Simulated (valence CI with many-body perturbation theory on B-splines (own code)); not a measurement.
## E1 transitions of Tb⁵⁷⁺

Method: configuration interaction combined with many-body perturbation theory (CI+MBPT): six valence electrons over a frozen Dirac-Fock core [He], radial functions for each j: 9 s, 9 p, 8 d, 6 f, 3 g, 1 h, with the one-electron correlation potential Σ1 (screened to all orders), the two-electron term Σ2, the three-electron term Σ3, Breit, model QED; selected single and double excitations, second order for the rest, scaled by the run's own slope (own B-spline code, finite nucleus).

No measured spectrum was set against this ion. As an estimate, large intervals hold to a few tenths of a per cent, small ones and those within an open d or f shell to about a per cent. Among the levels kept, up to 2100 cm⁻¹ of a level comes from second order outside the variational space, and about a tenth of that is noise between levels of different J, which matters for small intervals.

Lines 1 to 50 of 204 in falling wavelength, among levels below 7820.6 eV, chosen from the strongest by gf and those to the six lowest levels. Wavelengths and rates use the calculated energies. Electric multipoles are in the length gauge with retardation, E1 and E2 with the static RPA response of the core. Weak lines are less certain than strong ones. Lines between different terms over intervals too small for the method are left out, as are lines whose strength nearly cancels. The highest levels of a list are the least certain.

Levels are named by their leading jj configuration (3d3/2^4 stands for four electrons in 3d with j = 3/2), which in mixed levels can hold well under half, so a name can repeat and another be missing. Letters in brackets count levels of one name in rising energy.

| λ vac (nm) | Upper | Lower | A (s⁻¹) | log gf | Branch % |
| --- | --- | --- | --- | --- | --- |
| 14.03 | (2s 2p1/2^2 2p3/2^2 3p1/2) J=3 | (2s 2p1/2^2 2p3/2^2 3s) J=2 [a] | 3.47e+09 | -1.15 | 0.0 |
| 13.57 | (2s^2 2p1/2 2p3/2^2 3p1/2) J=3 | (2s^2 2p1/2 2p3/2^2 3s) J=2 [b] | 5.39e+09 | -0.98 | 0.6 |
| 13.24 | (2s^2 2p1/2 2p3/2^2 3p1/2) J=1 [b] | (2s^2 2p1/2 2p3/2^2 3s) J=1 [b] | 7.08e+09 | -1.25 | 0.9 |
| 13.23 | (2s^2 2p1/2^2 2p3/2 3p1/2) J=2 | (2s^2 2p1/2^2 2p3/2 3s) J=1 | 5.30e+09 | -1.16 | 0.5 |
| 13.02 | (2s^2 2p1/2 2p3/2^2 3p1/2) J=2 [a] | (2s^2 2p1/2 2p3/2^2 3s) J=1 [a] | 4.37e+09 | -1.26 | 0.7 |
| 12.69 | (2s^2 2p1/2 2p3/2^2 3p1/2) J=1 [a] | (2s^2 2p1/2 2p3/2^2 3s) J=2 [a] | 1.00e+10 | -1.14 | 2.8 |
| 12.59 | (2s^2 2p1/2 2p3/2^2 3p1/2) J=3 | (2s^2 2p1/2 2p3/2^2 3s) J=3 | 5.66e+09 | -1.03 | 0.7 |
| 12.43 | (2s^2 2p1/2^2 2p3/2 3p1/2) J=1 | (2s^2 2p1/2^2 2p3/2 3s) J=2 | 1.09e+10 | -1.12 | 1.6 |
| 12.21 | (2s^2 2p1/2^2 2p3/2 3p1/2) J=2 | (2s^2 2p1/2^2 2p3/2 3s) J=2 | 7.40e+09 | -1.08 | 0.7 |
| 11.75 | (2s^2 2p1/2 2p3/2^2 3p1/2) J=2 [a] | (2s^2 2p1/2 2p3/2^2 3s) J=2 [a] | 6.71e+09 | -1.16 | 1.1 |
| 11.40 | (2s^2 2p1/2 2p3/2^2 3d3/2) J=4 | (2s^2 2p1/2 2p3/2^2 3p3/2) J=4 | 2.04e+09 | -1.45 | 0.6 |
| 11.21 | (2s^2 2p1/2^2 2p3/2 3d3/2) J=3 | (2s^2 2p1/2^2 2p3/2 3p3/2) J=3 | 2.87e+09 | -1.42 | 0.0 |
| 11.12 | (2s 2p1/2^2 2p3/2^2 3p1/2) J=2 | (2s 2p1/2^2 2p3/2^2 3s) J=3 | 1.28e+10 | -0.92 | 0.0 |
| 11.01 | (2s 2p1/2^2 2p3/2^2 3p1/2) J=3 | (2s 2p1/2^2 2p3/2^2 3s) J=3 | 8.41e+09 | -0.97 | 0.0 |
| 10.10 | (2s^2 2p1/2 2p3/2^2 3p1/2) J=2 [b] | (2s^2 2p1/2 2p3/2^2 3s) J=2 [b] | 5.25e+09 | -1.40 | 0.3 |
| 9.547 | (2s^2 2p1/2 2p3/2^2 3p1/2) J=2 [b] | (2s^2 2p1/2 2p3/2^2 3s) J=3 | 1.93e+10 | -0.88 | 1.2 |
| 9.342 | (2s^2 2p1/2 2p3/2^2 3p1/2) J=0 | (2s^2 2p1/2 2p3/2^2 3s) J=1 [b] | 3.40e+10 | -1.35 | 2.2 |
| 8.388 | (2s^2 2p1/2^2 2p3/2 3d5/2) J=2 | (2s^2 2p1/2^2 2p3/2 3p3/2) J=2 | 1.40e+10 | -1.13 | 0.0 |
| 8.262 | (2s^2 2p1/2^2 2p3/2 3d5/2) J=1 | (2s^2 2p1/2^2 2p3/2 3p3/2) J=0 | 2.08e+10 | -1.20 | 0.0 |
| 7.654 | (2s^2 2p1/2^2 2p3/2 3d5/2) J=3 | (2s^2 2p1/2^2 2p3/2 3p3/2) J=2 | 4.27e+10 | -0.58 | 0.0 |
| 7.639 | (2s^2 2p1/2^2 2p3/2 3d5/2) J=4 | (2s^2 2p1/2^2 2p3/2 3p3/2) J=3 | 5.14e+10 | -0.39 | 67.1 |
| 7.208 | (2s^2 2p1/2^2 2p3/2 3d5/2) J=2 | (2s^2 2p1/2^2 2p3/2 3p3/2) J=1 | 3.66e+10 | -0.85 | 0.0 |
| 6.650 | (2s^2 2p1/2^2 2p3/2 3d5/2) J=3 | (2s^2 2p1/2^2 2p3/2 3p3/2) J=3 | 1.15e+10 | -1.27 | 0.0 |
| 6.318 | (2s^2 2p1/2^2 2p3/2 3d5/2) J=1 | (2s^2 2p1/2^2 2p3/2 3p3/2) J=1 | 4.13e+10 | -1.13 | 0.0 |
| 4.214 | (2s^2 2p1/2 2p3/2^2 3p3/2) J=3 [a] | (2s^2 2p1/2 2p3/2^2 3s) J=2 [b] | 1.79e+10 | -1.48 | 0.6 |
| 4.077 | (2s^2 2p1/2 2p3/2^2 3p3/2) J=1 [a] | (2s^2 2p1/2 2p3/2^2 3s) J=2 [b] | 2.26e+11 | -0.77 | 5.4 |
| 4.072 | (2s 2p1/2^2 2p3/2^2 3s) J=2 [a] | (2s^2 2p1/2 2p3/2^2 3s) J=2 [a] | 5.70e+10 | -1.15 | 0.1 |
| 4.020 | (2s^2 2p1/2 2p3/2^2 3p3/2) J=2 [b] | (2s^2 2p1/2 2p3/2^2 3s) J=1 [b] | 5.75e+10 | -1.16 | 0.6 |
| 3.982 | (2s^2 2p1/2 2p3/2^2 3p3/2) J=0 | (2s^2 2p1/2 2p3/2^2 3s) J=1 [a] | 4.17e+11 | -1.00 | 35.9 |
| 3.965 | (2s^2 2p1/2^2 2p3/2 3p3/2) J=1 | (2s^2 2p1/2^2 2p3/2 3s) J=1 | 3.51e+11 | -0.61 | 34.5 |
| 3.949 | (2s^2 2p1/2 2p3/2^2 3p3/2) J=3 [b] | (2s^2 2p1/2 2p3/2^2 3s) J=2 [b] | 1.80e+11 | -0.53 | 9.2 |
| 3.931 | (2s^2 2p1/2 2p3/2^2 3d3/2) J=3 | (2s^2 2p1/2 2p3/2^2 3p1/2) J=3 | 3.24e+10 | -1.28 | 0.0 |
| 3.909 | (2s^2 2p1/2 2p3/2^2 3p3/2) J=2 [a] | (2s^2 2p1/2 2p3/2^2 3s) J=1 [a] | 2.32e+11 | -0.58 | 0.6 |
| 3.903 | (2s 2p1/2^2 2p3/2^3) J=2 | (2s^2 2p1/2 2p3/2^3) J=2 | 2.99e+10 | -1.47 | 0.9 |
| 3.882 | (2s^2 2p1/2 2p3/2^2 3p3/2) J=4 | (2s^2 2p1/2 2p3/2^2 3s) J=3 | 4.69e+11 | -0.02 | 37.8 |
| 3.871 | (2s^2 2p1/2^2 2p3/2 3p3/2) J=3 | (2s^2 2p1/2^2 2p3/2 3s) J=2 | 4.72e+11 | -0.13 | 48.7 |
| 3.868 | (2s^2 2p1/2^2 2p3/2 3p3/2) J=1 | (2s^2 2p1/2^2 2p3/2 3s) J=2 | 8.50e+10 | -1.24 | 8.4 |
| 3.861 | (2s^2 2p1/2 2p3/2^2 3p3/2) J=3 [b] | (2s^2 2p1/2 2p3/2^2 3s) J=3 | 2.72e+11 | -0.37 | 13.9 |
| 3.847 | (2s^2 2p1/2^2 2p3/2 3d3/2) J=2 | (2s^2 2p1/2^2 2p3/2 3p1/2) J=2 | 1.59e+11 | -0.75 | 0.2 |
| 3.834 | (2s^2 2p1/2 2p3/2^2 3d3/2) J=1 | (2s^2 2p1/2 2p3/2^2 3p1/2) J=2 [a] | 5.46e+10 | -1.44 | 0.0 |
| 3.827 | (2s 2p1/2^2 2p3/2^2 3s) J=2 [b] | (2s^2 2p1/2 2p3/2^2 3s) J=1 [b] | 2.22e+11 | -0.61 | 1.3 |
| 3.826 | (2s^2 2p1/2^2 2p3/2 3d3/2) J=2 | (2s^2 2p1/2^2 2p3/2 3p1/2) J=1 | 1.69e+11 | -0.73 | 0.3 |
| 3.819 | (2s^2 2p1/2 2p3/2^2 3p3/2) J=1 [a] | (2s^2 2p1/2 2p3/2^2 3s) J=1 [a] | 1.51e+11 | -1.00 | 3.6 |
| 3.814 | (2s^2 2p1/2 2p3/2^2 3p3/2) J=3 [a] | (2s^2 2p1/2 2p3/2^2 3s) J=2 [a] | 4.85e+11 | -0.13 | 17.0 |
| 3.811 | (2s^2 2p1/2 2p3/2^2 3d3/2) J=2 | (2s^2 2p1/2 2p3/2^2 3p1/2) J=2 [a] | 1.60e+11 | -0.76 | 0.2 |
| 3.786 | (2s^2 2p1/2 2p3/2^2 3p3/2) J=2 [a] | (2s^2 2p1/2 2p3/2^2 3s) J=2 [a] | 1.52e+11 | -0.79 | 0.4 |
| 3.764 | (2s^2 2p1/2^2 2p3/2 3d3/2) J=3 | (2s^2 2p1/2^2 2p3/2 3p1/2) J=2 | 3.42e+11 | -0.29 | 4.5 |
| 3.762 | (2s^2 2p1/2 2p3/2^2 3d3/2) J=4 | (2s^2 2p1/2 2p3/2^2 3p1/2) J=3 | 3.46e+11 | -0.18 | 97.7 |
| 3.743 | (2s^2 2p1/2 2p3/2^2 3p3/2) J=2 [c] | (2s^2 2p1/2 2p3/2^2 3s) J=1 [b] | 2.15e+11 | -0.65 | 3.6 |
| 3.743 | (2s^2 2p1/2 2p3/2^2 3d3/2) J=1 | (2s^2 2p1/2 2p3/2^2 3p1/2) J=1 [a] | 2.82e+11 | -0.75 | 0.2 |

**Question.** How does gf follow from A for the line at 12.21 nm?

**Answer.** gf = 1.4992 × (2J+1)_upper × A / σ², with σ = 818772 cm⁻¹ and 2J+1 = 5: gf = 0.0828.
